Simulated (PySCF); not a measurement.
## From a computed spectrum to the compound

A species of 5 atoms with charge -1 has these harmonic modes (PBE0, small Gaussian bases with core potentials, PySCF 2.14.0):

```
cm⁻¹  km/mol  symmetry
 483   452.2        t2
 483   452.2        t2
 483   452.2        t2
 514     0.0         e
 514     0.0         e
1260  1030.2        t2
1260  1030.2        t2
1260  1030.2        t2
1376     0.0        a1
```

Q: Which species is it, and in which structure?

A: [ErH4]− (singlet in the valence; each metal's 4f electrons, 11 of them, lie in its core potential, out of spins and levels):
```xyz
5

Er    0.0000    0.0000    0.0000
H     1.1928    1.1928    1.1928
H    -1.1928   -1.1928    1.1928
H     1.1928   -1.1928   -1.1928
H    -1.1928    1.1928   -1.1928
```
Ideal gas at 298.15 K and 1 bar: S = 257.2 J/(mol K), Cp = 62.2 J/(mol K), H − H(0 K) = 13.0 kJ/mol (rigid rotor, harmonic modes, spin degeneracy alone, that of the 4f electrons in the core included). An lcecp potential fixes the number of 4f electrons, so in runs with it no electron can move into or out of that shell.
 The answer isn't unique; the calculation gave this one.
